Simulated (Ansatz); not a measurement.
Geometry optimisation, Ansatz 0.2.0, DFT PBE, scalar-relativistic, plane waves, PAW.

input.yaml

```yaml
crystal:
  lattice:
    - [0.0, 5.43, 5.43]
    - [5.43, 0.0, 5.43]
    - [5.43, 5.43, 0.0]
  atoms:
    - { symbol: Si, position: [0.0, 0.0, 0.0] }
    - { symbol: Si, position: [0.125, 0.125, 0.125] }
    - { symbol: Si, position: [0.0, 0.0, 0.5] }
    - { symbol: Si, position: [0.125, 0.125, 0.625] }
    - { symbol: Si, position: [0.0, 0.5, 0.0] }
    - { symbol: Si, position: [0.125, 0.625, 0.125] }
    - { symbol: Si, position: [0.0, 0.5, 0.5] }
    - { symbol: Si, position: [0.125, 0.625, 0.625] }
    - { symbol: Si, position: [0.5, 0.0, 0.0] }
    - { symbol: Si, position: [0.625, 0.125, 0.125] }
    - { symbol: Si, position: [0.5, 0.0, 0.5] }
    - { symbol: Si, position: [0.625, 0.125, 0.625] }
    - { symbol: Si, position: [0.5, 0.5, 0.0] }
    - { symbol: Si, position: [0.625, 0.625, 0.125] }
    - { symbol: Si, position: [0.5, 0.5, 0.5] }
    - { symbol: Si, position: [0.625, 0.625, 0.625] }
    - { symbol: B, position: [0.810876, 0.3206348, 0.8035158], spin: 1.0 }
magnetization:
  spin_polarized: true
basis:
  ecutwfc: 420.0
kpoints:
  mp_grid: { grid: [2, 2, 2] }
hamiltonian:
  xc: pbe
  pseudopotentials: { kind: paw, azcp: { folder: soft_1 } }
scf:
  occupations: { method: gaussian, width: 0.02 }
  lower_state_search: "off"
relax:
  f_tol: 0.03
  max_steps: 60
  adjacent_minimum: "off"
```

Launched with:

```bash
$ ansatz run input.yaml --threads 2 --pin off --max-ram 5120MiB --backend cpu --events-out ev --progress --plain --runs-dir out
```

Q: Where does it end, and by what steps?

A: The forces met the threshold. After 3 steps the energy has fallen by 0.154 eV; B17 moved furthest, 0.06 Å.

```json
{"step": "0", "energy less start (eV)": "0.0000", "largest force component (eV/Å)": "0.565", "accepted": "yes"}
{"step": "1", "energy less start (eV)": "-0.1434", "largest force component (eV/Å)": "0.134", "accepted": "yes"}
{"step": "2", "energy less start (eV)": "-0.1508", "largest force component (eV/Å)": "0.058", "accepted": "yes"}
{"step": "3", "energy less start (eV)": "-0.1539", "largest force component (eV/Å)": "0.014", "accepted": "yes"}
```

```xyz
17
Lattice="0.0000 5.4300 5.4300 5.4300 0.0000 5.4300 5.4300 5.4300 0.0000" Properties=species:S:1:pos:R:3
Si 0.039 0.004 0.040
Si 1.372 1.364 1.375
Si 2.704 2.695 -0.012
Si 4.065 4.031 1.320
Si 2.706 -0.013 2.708
Si 4.059 1.341 4.059
Si 5.470 2.753 2.724
Si 6.804 4.085 4.087
Si -0.015 2.696 2.707
Si 1.318 4.031 4.067
Si 2.729 5.442 2.731
Si 4.082 6.793 4.084
Si 2.722 2.752 5.470
Si 4.083 4.083 6.806
Si 5.414 5.415 5.417
Si 6.748 6.777 6.749
B 6.106 8.816 6.111
```

Run time: 28 s on 2 threads of Arm Neoverse V2, with other jobs on the host, peak memory 0.68 GiB.
